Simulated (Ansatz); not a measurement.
Species: C2H6GeI2O2, SMILES `C[O][Ge]([I])([I])[O]C` (C–O–Ge–I torsion -63°, I–Ge–O–C torsion -178°) (charge 0, multiplicity 1).

Question: Give a relaxed geometry from PBE0-D3(BJ)/def2-SVP in Ansatz (a first-principles code).

Answer: This is not unique; one that fits is the end point of this relaxation, one of several conformers (outside a Z-matrix the atoms follow the SMILES, hydrogens last).
Bonds (Å): C1–O2 1.406, C1–H8 1.105, C1–H9 1.105, C1–H10 1.100, O2–Ge3 1.759, Ge3–I4 2.491, Ge3–I5 2.516, Ge3–O6 1.750, O6–C7 1.411, C7–H11 1.105, C7–H12 1.100, C7–H13 1.103. Bond angles (°): O2–C1–H8 112.0, O2–C1–H9 111.9, O2–C1–H10 107.7, H8–C1–H9 108.5, H8–C1–H10 108.3, H9–C1–H10 108.3, C1–O2–Ge3 122.5, O2–Ge3–I4 111.4, O2–Ge3–I5 108.6, O2–Ge3–O6 106.4, I4–Ge3–I5 111.6, I4–Ge3–O6 107.5, I5–Ge3–O6 111.2, Ge3–O6–C7 120.6, O6–C7–H11 111.8, O6–C7–H12 107.4, O6–C7–H13 111.8, H11–C7–H12 108.2, H11–C7–H13 108.7, H12–C7–H13 108.7.
